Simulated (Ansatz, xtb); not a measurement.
# Relative energy of two structures of CHSbSe

Structure X: `[Se]=[C]=[SbH]`, a singlet. Structure Y: a triplet given by its coordinates. Both are isolated molecules in the gas phase, relaxed with r2SCAN-D4/def2-TZVP.

X (Å):

```csv
atom,x (Å),y (Å),z (Å)
C,-1.7061,0.9028,1.5252
Sb,-0.4321,-0.5945,1.8655
Se,-2.8268,2.0927,1.1017
H,0.0376,0.2037,3.3088
```

Y (Å):

```xyz
4

C    -0.0144   -0.8496    0.2020
Sb   -0.0328    1.2357   -0.2259
Se   -0.6853   -0.1435    1.8091
H     0.7510   -1.6181    0.1823
```

Close contacts (Å): C1–Sb2 2.13, C1–Se3 1.88, Sb2–Se3 2.54, C1–H4 1.08.

Q: Estimate which is lower in electronic energy at CCSD(T)/def2-TZVPP, and by roughly how much.

A: Too close to call at this level: CCSD(T)/def2-TZVPP gives E(Y) − E(X) = +0.81 kcal/mol.

How the difference moves with the method:

```json
{"level": "r2SCAN-D4/def2-TZVP", "geometry": "r2SCAN-D4/def2-TZVP", "E(Y) − E(X) (kcal/mol)": "−4.86", "departure from the last row (kcal/mol)": "−5.67", "job, with rough time for the two": "optimisation, 1.8 min"}
{"level": "HF/def2-TZVPP", "geometry": "r2SCAN-D4/def2-TZVP", "E(Y) − E(X) (kcal/mol)": "−24.97", "departure from the last row (kcal/mol)": "−25.78", "job, with rough time for the two": "part of the CCSD(T) run"}
{"level": "MP2/def2-TZVPP", "geometry": "r2SCAN-D4/def2-TZVP", "E(Y) − E(X) (kcal/mol)": "+5.57", "departure from the last row (kcal/mol)": "+4.77", "job, with rough time for the two": "part of the CCSD(T) run"}
{"level": "CCSD(T)/def2-TZVPP", "geometry": "r2SCAN-D4/def2-TZVP", "E(Y) − E(X) (kcal/mol)": "+0.81", "departure from the last row (kcal/mol)": "", "job, with rough time for the two": "single point, 2.6 min"}
```

The largest departure from CCSD(T)/def2-TZVPP is that of HF/def2-TZVPP, 25.78 kcal/mol. At CCSD(T)/def2-TZVPP a singlet with the links of Y lies below this triplet. Levels run at GFN2-xTB geometries aren't shown.

With harmonic frequencies from r2SCAN-D4/def2-TZVP (ideal gas, rigid rotor, one conformer each, 298.15 K, 1 atm): the zero-point term adds +2.38 kcal/mol; ΔH is +2.81 and ΔG +2.59 kcal/mol.

Open shells are spin-unrestricted. The correlated steps freeze 14 core orbitals; the filled d shell of Sb and Se is correlated, in a basis made for valence electrons. Atoms past krypton carry core potentials in the def2 sets and no spin–orbit term is included. ΔG holds the spin degeneracy. Mirror images aren't counted in ΔG. Run with Ansatz 0.2.0; the last row on 2 threads of Arm Neoverse V2 on a shared host.
